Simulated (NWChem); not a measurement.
System meant: BI2Cl; SMILES B(Cl)(I)I

Here is an NWChem input.

```
start job
memory heap 200 mb stack 900 mb global 1100 mb
geometry units angstroms noautoz
  B      0.000000     0.000000     0.644727
  Cl     0.000000     0.000000     2.383051
  I     -1.840748     0.000000    -0.414479
  I      1.840748     0.000000    -0.414479
end
basis spherical
  B library def2-svp
  Cl library def2-svp
  I library def2-svp
end
ecp
  I library def2-ecp
end
dft
  odft
  mult 2
  xc b3lyp
  iterations 150
  mulliken
end
task dft energy
```

End of the output:

```
 ==============================================================================
                                 internuclear angles
 ------------------------------------------------------------------------------
        center 1       |       center 2       |       center 3       |  degrees
 ------------------------------------------------------------------------------
    2 Cl               |   1 B                |   3 I                |   119.92
    2 Cl               |   1 B                |   4 I                |   119.92
    3 I                |   1 B                |   4 I                |   120.17
 ------------------------------------------------------------------------------
                            number of included internuclear angles:          3
 ==============================================================================

 Summary of "ao basis" -> "" (spherical)
 ------------------------------------------------------------------------------
       Tag                 Description            Shells   Functions and Types
 ---------------- ------------------------------  ------  ---------------------
 B                          def2-svp                 6       14   3s2p1d
 Cl                         def2-svp                 8       18   4s3p1d
 I                          def2-svp                10       26   4s4p2d

                                 NWChem DFT Module
                                 -----------------

 Summary of "ao basis" -> "ao basis" (spherical)
 ------------------------------------------------------------------------------
       Tag                 Description            Shells   Functions and Types
 ---------------- ------------------------------  ------  ---------------------
 B                          def2-svp                 6       14   3s2p1d
 Cl                         def2-svp                 8       18   4s3p1d
 I                          def2-svp                10       26   4s4p2d

      Symmetry analysis of basis
      --------------------------

        a1         34
        a2         10
        b1         25
        b2         15

  number of electrons :                   72
  multiplicity        :                    2
 ------------------------------------------------------------------------
  no. of electrons and multiplicity not compatible                  72
 ------------------------------------------------------------------------
 ------------------------------------------------------------------------
  current input line :
    24: task dft energy
 ------------------------------------------------------------------------
 ------------------------------------------------------------------------
 There is an error in the input file
 ------------------------------------------------------------------------
 For more information see the NWChem manual at https://nwchemgit.github.io

0: no. of electrons and multiplicity not compatible:Received an Error in Communication
```

Can this run be used? If not, why, and what is the fix?

The program refused the input. Cause: the multiplicity doesn't fit the number of electrons (an even count wants an odd multiplicity, and the reverse). This input runs:
```
start job
memory heap 200 mb stack 900 mb global 1100 mb
geometry units angstroms noautoz
  B      0.000000     0.000000     0.644727
  Cl     0.000000     0.000000     2.383051
  I     -1.840748     0.000000    -0.414479
  I      1.840748     0.000000    -0.414479
end
basis spherical
  * library def2-svp
end
ecp
  I library def2-ecp
end
dft
  xc b3lyp
  iterations 150
  mulliken
end
task dft energy
```
It converges to -1080.57811 Ha (B3LYP/def2-SVP with def2 effective core potentials on I).
